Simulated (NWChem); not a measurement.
System: C2H6Se; SMILES CC[SeH]

Here is an NWChem input.

```
start job
memory heap 200 mb stack 900 mb global 1100 mb
geometry units angstroms noautoz
  Se    -0.038861    -0.807947     0.056643
  H     -0.833459    -0.722428    -1.180095
  C      0.649122     1.023514    -0.055820
  C     -0.408340     2.101459     0.064062
  H      1.224464     1.113264    -0.988469
  H      1.372081     1.078124     0.772648
  H     -0.972184     2.006402     1.003755
  H     -1.130775     2.050229    -0.765124
  H      0.056077     3.101480     0.040335
end
basis spherical
  * library 6-31g*
end
dft
  xc pw6b95
  iterations 150
  mulliken
end
task dft energy
```

Geometry: optimised at PBE0/def2-SVP.

**Question.** Give the results of this calculation. (PW6B95/6-31G* (spherical d).) Quantities: energy (Ha); highest occupied level (eV); orbital gap (eV); dipole (D).

**Answer.** 
| Quantity | Result |
|---|---|
| energy (Ha) | -2482.26 |
| highest occupied level (eV) | -6.39 |
| orbital gap (eV) | 6.98 |
| dipole (D) | 1.68 |
